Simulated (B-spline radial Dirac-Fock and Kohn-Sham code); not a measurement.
## Er²⁺: non-radiative channels of the 1s vacancy

System: the Er²⁺ ion, [Xe] 4f12.

These are calculated numbers from a radial B-spline solver; the model is independent-particle rates on relativistic LDA orbitals of the hole state (multipoles up to L = 3, Coulomb Auger matrix elements, transition energies from Dirac-Fock). Kinetic energies are configuration averages from the vacuum level; the two-hole energies are estimated from single-hole states. The rates lack the Breit term, which in heavy atoms raises K-L1L1 and K-L1L2.

```
transition  kinetic energy (eV)  width (meV)  share (%)
    K-L1L1              37763.1          106        7.3
    K-L1L2              38264.7          145       10.0
    K-L1L3              39182.1          150       10.3
    K-L2L3              39634.0          355       24.4
    K-L3L3              40548.9          154       10.6
    K-L1M1              45419.4         40.8        2.8
    K-L1M3              45823.6         32.5        2.2
    K-L2M3              46313.0         64.5        4.4
    K-L3M2              47022.3         60.3        4.1
    K-L3M3              47223.9         56.7        3.9
```

The listed channels hold 80 % of the non-radiative rate. Summed by principal shells, of 1.46 eV in all: KLL 63.7 %, KLM 25.9 %, KLN 5.8 %, KMM 2.5 %, KMN 1.1 %, KLO 0.7 %.
